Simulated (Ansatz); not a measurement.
Conformers of `O[SiH][SiH2]O` radical, each relaxed with PBE0-D4/def2-TZVP in Ansatz. CBS adds the triple-zeta coupled-cluster correction to the MP2 limit.

Not all of them had a frequency check.

Conformer A:

```xyz
9

O    -0.262    0.194   -2.327
Si    0.707    0.379   -0.993
Si   -0.629    0.229    0.936
O     0.339    0.039    2.264
H     0.164   -0.029   -3.156
H     1.790   -0.664   -0.998
H    -1.373    1.491    1.162
H    -1.615   -0.886    0.808
H     0.878   -0.753    2.305
```

Conformer B:

Cartesian coordinates in Å:
```
O -1.019 2.015 0.482
Si -0.824 0.397 0.793
Si 0.766 -0.489 -0.687
O 0.562 -2.126 -0.797
H -1.368 2.557 1.192
H -0.535 0.199 2.251
H 2.177 -0.312 -0.257
H 0.567 0.197 -1.995
H -0.325 -2.439 -0.982
```

Problem. Which is lowest in electronic energy at CCSD(T)/CBS (frozen core, def2 sets), and by how much? (Best estimate.)

Solution. Ansatz gave: B; A lies 2.1 kJ/mol higher.

Problem. Give the energies relative to B (kJ/mol) with PBE0-D4/def2-TZVPP, PBE0/def2-TZVPP, MP2/def2-TZVPP, SCS-MP2/def2-TZVPP, CCSD(T)/def2-TZVPP, HF/def2-QZVPP, CCSD/CBS(def2). (Best estimate.)

Solution. Ansatz gave: 
```
             level    A
PBE0-D4/def2-TZVPP  2.2
   PBE0/def2-TZVPP  2.2
    MP2/def2-TZVPP  1.6
SCS-MP2/def2-TZVPP  1.5
CCSD(T)/def2-TZVPP  1.9
     HF/def2-QZVPP  1.0
    CCSD/CBS(def2)  2.0
```
